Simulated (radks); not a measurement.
Values are calculated unless marked as measured or tabulated.
Nd2+, configuration [Xe] 4f4 (the NIST ground configuration). Level of theory: non-relativistic Kohn-Sham, PBE, spin-polarised, spherical densities, point nucleus; open shells are filled with parallel spins first (spin-orbit coupling, left out, can overturn this in heavy ions); relativity is left out, which matters for an element this heavy (a radial shooting solver on a logarithmic mesh with Libxc functionals).

Normalised radial functions P(r) = r R(r), r in bohr:

```
   r/bohr * 4d down, o 4f down (the largest magnitude, 1.29, reaches the edge; | marks zero, & curves that meet)
 0.001937                             &
 0.002563                             &
 0.003391                             &
 0.004486                             &
 0.005936                             &
 0.007854                             &
  0.01039                             &
  0.01375                             &
  0.01819                             &
  0.02407                             o*
  0.03185                             o*
  0.04214                             o  *
  0.05576                             o    *
  0.07378                             o       *
  0.09761                             |o          *
   0.1292                             | o            *
   0.1709                             |   o          *
   0.2261                             |      o  *
   0.2992                            *|           o
   0.3958              *              |               o
   0.5238   *                         |                   o
    0.693  *                          |                    o
   0.9169         *                   |                  o
    1.213                   *         |              o
    1.605                         *   |          o
    2.124                            *|      o
     2.81                             *   o
    3.718                             * o
     4.92                             *o
```

4d down: eigenvalue -129.80 eV, 1 radial node at r = 0.293 bohr, <r> = 0.707 bohr, 90 % of the charge inside 1.06 bohr. 4f down (empty): eigenvalue -15.534 eV, 0 radial nodes, <r> = 1.05 bohr, 90 % of the charge inside 1.85 bohr.
